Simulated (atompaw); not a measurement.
**Mn (Z = 25): one change to a PAW (atompaw) potential, before and after**

manganese (Mn), PAW, made with atompaw 4.2.0.5 (PBE, scalar-relativistic). Core [Ar], reference 3d5 4s2 4p0. Waves: 4s (bound): rc 3.00 bohr; 4s channel at 2.7 Ry: rc 3.00 bohr; 4p (bound, empty): rc 3.00 bohr; 4p channel at 2.1 Ry: rc 3.00 bohr; 3d (bound): rc 1.85 bohr; 3d channel at 4.55 Ry: rc 1.85 bohr. Local part: ultrasoft scheme with l = 3 at 0 Ry, radius 2.80 bohr. Core correction: smooth core density matched at 1.75 bohr. Augmentation charge: sinc compensation charge, radius 2.60 bohr; PAW radius 3.00 bohr; waves and projectors: custom rrkj gramschmidtortho.

All-electron outer shells of the reference configuration (PBE, scalar-relativistic, ld1.x):

```csv
shell,level (eV),outermost node (bohr),outermost maximum (bohr)
3s,-85.88,0.34,0.74
3p,-54.59,0.31,0.75
3d,-6.77,–,0.76
4s,-5.11,1.05,2.51
4p,-1.37,1.16,3.43
```

Change: local potential ultrasoft scheme with l = 3 at 0 Ry, radius 2.40 bohr.

Cutoffs: the cutoffs (Ry, on a coarse ladder) from which the occupation-weighted sum of valence levels, in a spherical-Bessel basis at the reference potential, stays within 10 and 1 mRy of its value at 400 Ry; they do not see the model core or the augmentation charge, which bear on the density cutoff.

What does the change do?

The potential gets neither clearly harder nor softer (30 Ry and 50 Ry → 30 Ry and 50 Ry); the range in which the s phases agree narrows (upper end 4.9 → 3.3); neither file shows a bound ghost.

| quantity | base | changed |
| --- | --- | --- |
| cutoff, loose | 30 Ry | 30 Ry |
| cutoff, tight | 50 Ry | 50 Ry |
| bound ghosts | none | none |
| s: phases at 3.00 bohr within 0.05 rad from the reference energy up to (Ry; the scan ends near 5) | 4.9 | 3.3 |
| p: phases at 3.00 bohr within 0.05 rad from the reference energy up to (Ry; the scan ends near 5) | 3.6 | 3.6 |
| d: phases at 3.00 bohr within 0.05 rad from the reference energy up to (Ry; the scan ends near 5) | 0.4 | 0.6 |
| lowest overlap eigenvalue by channel | s 0.66, p 0.67, d 0.90 | s 0.66, p 0.65, d 0.90 |

 The cutoffs see the waves, projectors and local potential, not the compensation charge or the core.
